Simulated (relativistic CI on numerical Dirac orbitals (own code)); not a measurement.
Dy⁺: calculation against measurement

Calculated at this level of theory: Dirac-Coulomb-Breit CI, separate exchange-only KLI orbitals for each configuration, a model potential for QED, valence Slater integrals scaled by 0.85, P86 correlation estimate, and configurations built on the next ion tied to the tabulated ionisation energy (semi-empirical) (own radial code, finite nucleus).

Configurations in the expansion (outside the closed core [Xe]): 4f¹⁰6s, 4f⁹6s5d, 4f⁹6s², 4f¹⁰6p, 4f¹⁰5d, 4f¹⁰6d, 4f¹⁰7s, 4f⁹6s6p, 4f¹¹, 4f¹⁰8s, 4f⁹7s². Levels of other configurations are missing.

```csv
Configuration,Term (tabulated),J,Measured (cm⁻¹),Computed,Error,Purity (%)
4f¹⁰6s,"(8,1/2)",17/2,0.0,0,0,94
4f¹⁰6s,"(7,1/2)",13/2,4755.7,5019,263,54
4f¹⁰6s,"(6,1/2)",13/2,7485.1,7774,288,53
4f⁹6s5d,8H°,17/2,10594.2,-9116,-19710,81
4f¹⁰6s,"(4,1/2)",7/2,10954.0,11123,169,91
4f⁹6s5d,8H°,15/2,11394.9,-8237,-19632,64
4f⁹6s²,6H°,15/2,12336.3,-1976,-14312,92
4f⁹6s5d,8H°,13/2,12674.7,-6815,-19489,55
4f⁹6s5d,8H°,11/2,14347.2,-5083,-19431,60
4f⁹6s²,6H°,13/2,15822.2,1512,-14310,95
4f⁹6s5d,8H°,9/2,16015.4,-3479,-19494,69
4f⁹6s²,6H°,11/2,18121.5,3870,-14251,86
```

Measured levels from NIST Handbook of Basic Atomic Spectroscopic Data (Sansonetti and Martin, J. Phys. Chem. Ref. Data 34, 1559 (2005)); pairs were made by configuration, J and term (by order where the table uses no LS term), so strongly mixed levels may be paired wrongly.

Mean error by configuration (cm⁻¹): 4f¹⁰6s 240; 4f⁹6s5d -19551; 4f⁹6s² -14291. Over the excited levels the mean absolute error is 12850 cm⁻¹ (11 of the 17 excited levels that our extract of the source holds in range could be paired, and the others can miss by more), and the median relative error of those above 1,000 cm⁻¹ is 120 %. Some levels of the ground configuration have no partner.
